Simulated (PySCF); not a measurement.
## Electron correlation in V (vanadium, neutral)

[Ar] 3d4 4s1, high-spin 6D determinant (an excited configuration). Computed with PySCF 2.14 in dyall-av2z (16s12p7d2f, 101 functions), with no relativity, point nucleus. Frozen: [Ar]; 5 electrons correlated; the 25 highest virtual orbitals of each spin left out.

| level | correlation energy (mhartree) |
| --- | --- |
| CCSD | -64.55 |
| (T) | -1.89 |
| CCSD(T) | -66.44 |

Diagnostics: T1 = 0.021, D1 = 0.0323, largest double amplitude 0.036.

Cost of the coupled-cluster step: of the order of 10 core-seconds, for 5 correlated electrons.

Iterations:

```
CC2 = 0
CCSD nocc = (np.int64(5), np.int64(0)), nmo = (67, 67)
frozen orbitals [[0, 1, 2, 3, 4, 5, 6, 7, 8, 76, 77, 78, 79, 80, 81, 82, 83, 84, 85, 86, 87, 88, 89, 90, 91, 92, 93, 94, 95, 96, 97, 98, 99, 100], [0, 1, 2, 3, 4, 5, 6, 7, 8, 76, 77, 78, 79, 80, 81, 82, 83, 84, 85, 86, 87, 88, 89, 90, 91, 92, 93, 94, 95, 96, 97, 98, 99, 100]]
max_cycle = 100
direct = 0
conv_tol = 1e-08
conv_tol_normt = 1e-06
diis_space = 8
diis_start_cycle = 0
Init t2, MP2 energy = -0.0558689199375445
Init E_corr(UCCSD) = -0.0558689199388355
cycle = 1  E_corr(UCCSD) = -0.0619574512585589  dE = -0.00608853132  norm(t1,t2) = 0.0417348
cycle = 2  E_corr(UCCSD) = -0.0635286783688096  dE = -0.00157122711  norm(t1,t2) = 0.017655
cycle = 3  E_corr(UCCSD) = -0.0645036256606138  dE = -0.000974947292  norm(t1,t2) = 0.0100468
cycle = 4  E_corr(UCCSD) = -0.0645441745511194  dE = -4.05488905e-05  norm(t1,t2) = 0.00239703
cycle = 5  E_corr(UCCSD) = -0.0645183684853731  dE = 2.58060657e-05  norm(t1,t2) = 0.00140005
cycle = 6  E_corr(UCCSD) = -0.0645503529846993  dE = -3.19844993e-05  norm(t1,t2) = 0.000580042
cycle = 7  E_corr(UCCSD) = -0.0645491753810604  dE = 1.17760364e-06  norm(t1,t2) = 0.000172339
cycle = 8  E_corr(UCCSD) = -0.0645478632114006  dE = 1.31216966e-06  norm(t1,t2) = 6.5701e-05
cycle = 9  E_corr(UCCSD) = -0.0645481715087631  dE = -3.08297362e-07  norm(t1,t2) = 2.83153e-05
cycle = 10  E_corr(UCCSD) = -0.0645482275362938  dE = -5.60275307e-08  norm(t1,t2) = 1.28449e-05
cycle = 11  E_corr(UCCSD) = -0.0645483670798711  dE = -1.39543577e-07  norm(t1,t2) = 6.45539e-06
cycle = 12  E_corr(UCCSD) = -0.0645482940122145  dE = 7.30676566e-08  norm(t1,t2) = 2.89293e-06
cycle = 13  E_corr(UCCSD) = -0.0645482945866779  dE = -5.74463435e-10  norm(t1,t2) = 1.30865e-06
cycle = 14  E_corr(UCCSD) = -0.0645483069779341  dE = -1.23912562e-08  norm(t1,t2) = 4.82603e-07
cycle = 15  E_corr(UCCSD) = -0.0645483122155235  dE = -5.23758939e-09  norm(t1,t2) = 1.97245e-07
UCCSD converged
E(UCCSD) = -942.9373269252541  E_corr = -0.06454831221552353
UCCSD(T) correction = -0.00189464287707688
```
